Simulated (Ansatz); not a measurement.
`Cl[SiH2][S][GeH3]` + `N[SiH3]` → `[SiH3]N[SiH2]Cl` + `[SH][GeH3]` at 700 K and 1 bar (ligand exchange at the Si–S bond).

Calculated with Ansatz (gas phase, PBE0-D4/def2-TZVP geometries, no zero-point term in ΔE). CCSD(T)/CBS adds triple-zeta CCSD(T) − MP2 to the extrapolated MP2 energy (def2 sets, frozen cores). This one scheme is used for every species. For Ge outer-core shells are correlated without core-valence functions, which leaves a few kJ/mol of doubt a bond. Scalar relativity is left out up to krypton. One conformer a species, not always the lowest.

```
            species  CCSD(T)/CBS energy (Eh)  H − E (kJ/mol)  S (J/(mol·K))
`Cl[SiH2][S][GeH3]`              -3225.84041           195.6          499.9
          `N[SiH3]`               -346.80422           180.7          336.3
  `[SiH3]N[SiH2]Cl`              -1096.34659           237.1          470.7
       `[SH][GeH3]`              -2476.30083           133.1          357.0
```

H − E and S are ideal-gas, rigid-rotor, harmonic terms from PBE0-D4/def2-TZVP, for one conformer and one mirror image of each species. 1 Eh = 2625.50 kJ/mol, R = 8.31446 J/(mol·K).

Problem. By hand: ΔE, ΔH, ΔS and ΔG.

Solution. ΔE = (-1096.34659) + (-2476.30083) − (-3225.84041) − (-346.80422) = -0.00279 Eh = -7.3 kJ/mol. Δ(H − E) = 237.1 + 133.1 − 195.6 − 180.7 = -6.1, so ΔH = -13.4 kJ/mol. ΔS = 470.7 + 357.0 − 499.9 − 336.3 = -8.5 J/(mol·K). ΔG = -13.4 − 700 × (-8.5)/1000 = -7.5 kJ/mol.

Problem. By hand: the equilibrium constant, and the temperature at which ΔG would vanish if ΔH and ΔS stayed fixed.

Solution. log₁₀ K = −ΔG/(RT ln 10) = 0.6. ΔG = 0 at ΔH/ΔS = 1576 K, though so small a ΔS makes that figure unsure.

TΔS isn't small against ΔH here. A doubt of 5 kJ/mol in ΔE shifts log₁₀ K by 0.4 here. Other conformers and mirror images would add mixing entropy, several J/(mol·K) or more a flexible species. Modes under 60 cm⁻¹, often nearly free rotors, make the harmonic entropy too high. These are equilibria of isolated gas molecules and say nothing of rates. Largest T1 diagnostic: 0.011 (customary marks: 0.02 for closed shells, 0.045 for open ones).
